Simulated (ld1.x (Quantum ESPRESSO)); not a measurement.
**samarium (Sm), TM: configuration errors across variants**

ld1.x (Quantum ESPRESSO) 7.5 input, shortened:

```
&input
   title='Sm', zed=62., rel=0, dft='PBE', iswitch=3,
   config='[Xe] 4f6 5d0 6s2 6p0'
 /
 &inputp
   pseudotype=2, tm=.true., lloc=3,
   nlcc=.false.
 /
4
5S  1  0   2.00   0.00  2.15  2.15  0.0
5P  2  1   6.00   0.00  2.35  2.35  0.0
4D  3  2  10.00   0.00  0.85  0.85  0.0
4F  4  3   6.00   0.00  1.10  1.10  0.0
 &test
   configts(1)='4d10 4f6 5s2 5p6 5d0 6s2 6p0'
 /
```

Occupied shells without a wave of their own: 6s. They enter only through the test configuration that unscreens the potential.

All-electron excitation energies from the reference (eV): (1) 4d10 4f6 5s2 5p6 5d0 6s1 6p0 5.613; (2) 4d10 4f6 5s2 5p6 5d0 6s0 6p0 16.073; (3) 4d10 4f5 5s2 5p6 5d0 6s0 6p0 43.274; (4) 4d10 4f6 5s2 5p6 5d0.5 6s1.5 6p0 0.598.

For the base: The 6s level has no wave, so the channel is fitted at the deeper level alone: the likely source of the large errors.

Tests that are not counted but printed errors over 1 eV. “base”: 4d10 4f5 5s2 5p6 5d1 6s2 6p0 (solver errors, printed error -20.3 eV); 4d9 4f6 5s2 5p6 5d0 6s2 6p0 (solver errors, printed error -11.2 eV); 1 more. “wave 4d (bound): rc 0.85 bohr becomes 4d (bound): rc 1.10 bohr”: 4d10 4f5 5s2 5p6 5d1 6s2 6p0 (solver errors, printed error -20.3 eV); 4d9 4f6 5s2 5p6 5d0 6s2 6p0 (solver errors, printed error -11.2 eV); 1 more. “wave 5p (bound): rc 2.35 bohr becomes 5p (bound): rc 3.02 bohr”: 4d10 4f5 5s2 5p6 5d1 6s2 6p0 (solver errors, printed error -20.2 eV); 4d9 4f6 5s2 5p6 5d0 6s2 6p0 (solver errors, printed error -11.0 eV); 1 more.

6 further variants failed, have other tests or another functional or relativity, and are left out.

A true bound ghost makes a file unfit for plane-wave use even where its test errors are small: the radial tests pick states by their node count and pass the ghost by. Where a test does run into it, the solver fails or the error is huge.

Errors AE − PS in meV (a dash: test not solved or not reliable):

| change | (1) | (2) | (3) | (4) | bound ghosts |
| --- | --- | --- | --- | --- | --- |
| base | +82 | +220 | +301 | -83 | s, p |
| wave 4d (bound): rc 0.85 bohr becomes 4d (bound): rc 1.10 bohr | +82 | +220 | +298 | -95 | s, p |
| wave 5p (bound): rc 2.35 bohr becomes 5p (bound): rc 3.02 bohr | +82 | +220 | +409 | -83 | s, p |

**Question.** Give the same row for: wave 5s (bound): rc 2.15 bohr becomes 5s (bound): rc 2.84 bohr.

**Answer.** +35, +85, –, -99; bound ghosts: s, p. Not counted: 4d10 4f6 5s2 5p6 5d0 6s1 6p1 (solver errors, printed error -8443 eV); 4d10 4f5 5s2 5p6 5d0 6s0 6p0 (solver errors, printed error +19.4 eV); 2 more.
